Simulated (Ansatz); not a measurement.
Calculated with Ansatz (gas phase, PBE0-D4/def2-TZVP geometries, no zero-point term in ΔE). CCSD(T)/CBS is frozen-core, at the limit of the def2 triple- and quadruple-zeta sets. Functionals use def2-TZVPP. B3LYP here is the variant with VWN-RPA as its local correlation; programs differ in this. One conformer a species, not always the lowest.

Consider the β-hydride elimination: `COB(S)Cl` → `SBCl` + `C=O`.

`COB(S)Cl`:

Z-matrix (Å, degrees):
```
C
O 1 1.418
H 1 1.092 2 110.8
H 1 1.092 2 110.8 3 121.1
H 1 1.089 2 107.1 3 -119.4
B 2 1.341 1 123.4 3 -60.2
Cl 6 1.771 2 122.0 1 0.0
S 6 1.805 2 121.0 1 -180.0
H 8 1.344 6 94.9 2 0.0
```

`SBCl`:

```xyz
5

S     0.366   -1.186   -0.511
B     0.054    0.370    0.293
Cl    1.162    0.908    1.530
H    -0.702   -1.141   -1.325
H    -0.881    1.049    0.013
```

`C=O`:

```xyz
4

C     0.001    0.003    0.003
O    -0.244   -0.809   -0.839
H     1.014    0.108    0.442
H    -0.771    0.697    0.393
```

```json
{"level": "PBE-D4", "ΔE (kJ/mol)": "228.4", "difference from CCSD(T)/CBS": "-5.0"}
{"level": "r2SCAN-D4", "ΔE (kJ/mol)": "239.5", "difference from CCSD(T)/CBS": "6.1"}
{"level": "PBE0-D4", "ΔE (kJ/mol)": "241.9", "difference from CCSD(T)/CBS": "8.5"}
{"level": "B3LYP-D4", "ΔE (kJ/mol)": "226.0", "difference from CCSD(T)/CBS": "-7.4"}
{"level": "ωB97X-V", "ΔE (kJ/mol)": "235.6", "difference from CCSD(T)/CBS": "2.2"}
{"level": "ωB97M-V", "ΔE (kJ/mol)": "234.6", "difference from CCSD(T)/CBS": "1.2"}
{"level": "B2PLYP", "ΔE (kJ/mol)": "220.7", "difference from CCSD(T)/CBS": "-12.7"}
{"level": "PBE", "ΔE (kJ/mol)": "219.7", "difference from CCSD(T)/CBS": "-13.7"}
{"level": "r2SCAN", "ΔE (kJ/mol)": "237.1", "difference from CCSD(T)/CBS": "3.7"}
{"level": "PBE0", "ΔE (kJ/mol)": "234.4", "difference from CCSD(T)/CBS": "1.0"}
{"level": "B3LYP", "ΔE (kJ/mol)": "212.2", "difference from CCSD(T)/CBS": "-21.2"}
{"level": "HF/def2-TZVPP", "ΔE (kJ/mol)": "208.8", "difference from CCSD(T)/CBS": "-24.6"}
{"level": "MP2/def2-TZVPP", "ΔE (kJ/mol)": "235.9", "difference from CCSD(T)/CBS": "2.5"}
{"level": "SCS-MP2/def2-TZVPP", "ΔE (kJ/mol)": "222.7", "difference from CCSD(T)/CBS": "-10.7"}
{"level": "CCSD/def2-TZVPP", "ΔE (kJ/mol)": "226.1", "difference from CCSD(T)/CBS": "-7.3"}
{"level": "CCSD(T)/def2-TZVPP", "ΔE (kJ/mol)": "226.2", "difference from CCSD(T)/CBS": "-7.2"}
{"level": "HF/def2-QZVPP", "ΔE (kJ/mol)": "208.5", "difference from CCSD(T)/CBS": "-24.9"}
{"level": "MP2/def2-QZVPP", "ΔE (kJ/mol)": "238.8", "difference from CCSD(T)/CBS": "5.4"}
{"level": "SCS-MP2/def2-QZVPP", "ΔE (kJ/mol)": "225.4", "difference from CCSD(T)/CBS": "-8.0"}
{"level": "CCSD/def2-QZVPP", "ΔE (kJ/mol)": "229.9", "difference from CCSD(T)/CBS": "-3.5"}
{"level": "CCSD(T)/def2-QZVPP", "ΔE (kJ/mol)": "230.3", "difference from CCSD(T)/CBS": "-3.1"}
{"level": "HF/CBS(def2)", "ΔE (kJ/mol)": "208.5", "difference from CCSD(T)/CBS": "-24.9"}
{"level": "MP2/CBS(def2)", "ΔE (kJ/mol)": "241.1", "difference from CCSD(T)/CBS": "7.7"}
{"level": "CCSD/CBS(def2)", "ΔE (kJ/mol)": "232.9", "difference from CCSD(T)/CBS": "-0.5"}
{"level": "CCSD(T)/CBS", "ΔE (kJ/mol)": "233.4", "difference from CCSD(T)/CBS": "0"}
```

Largest T1 diagnostic among the species: 0.015.

In def2-TZVPP, CCSD(T) changes the Hartree–Fock value by +17.4 kJ/mol (the triples alone add +0.1 kJ/mol) and MP2 by +27.1 kJ/mol. From PBE to PBE0 (25 % exact exchange), in def2-TZVPP and without D4, ΔE moves by +14.7 kJ/mol.
